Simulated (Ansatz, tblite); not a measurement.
Removing and adding an electron: the cluster PdBr₂. The state is a singlet with charge 0. Geometry: r2SCAN-D4/def2-TZVP. Ansatz, gas phase; energy differences of separate SCF runs; the oxidised species was run as a doublet alone; the reduced species was run as a doublet alone.

```
atom    x (Å)    y (Å)    z (Å)
 Pd1   0.8828  -0.3021  -0.3919
 Br2  -1.2839  -0.8749  -0.9110
 Br3   0.4011   1.1770   1.3029
```

In the def2 sets Pd takes a core potential; there is no spin–orbit coupling. The xTB rows come from tblite. The order of the spin states hangs on the level: the triplet lies 0.13 eV below the singlet at PBE-D4/def2-TZVP, but 0.50 eV above it at GFN1-xTB. The structure comes from a short search, and lower isomers may exist.

```tsv
level	−HOMO (eV)	vertical IE (eV)	−LUMO (eV)	vertical EA (eV)	HOMO–LUMO gap (eV)	IE − EA (eV)
GFN1-xTB	11.24	15.20	10.42	6.68	0.82	8.52
GFN2-xTB	11.25	14.22	10.56	7.68	0.69	6.54
PBE-D4/def2-TZVP	6.26	9.32	5.64	–	0.63	–
PBE-D4/def2-TZVPD	6.30	–	5.67	2.83	0.63	–
r2SCAN-D4/def2-TZVP	6.54	9.52	5.68	–	0.86	–
r2SCAN-D4/def2-TZVPD	6.56	–	5.70	2.96	0.86	–
PBE0-D4/def2-TZVP	7.67	9.76	4.87	–	2.80	–
PBE0-D4/def2-TZVPD	7.69	–	4.89	3.08	2.80	–
```

 Raw xTB energy differences between charge states are shifted by several eV; the methods need an empirical correction for them.
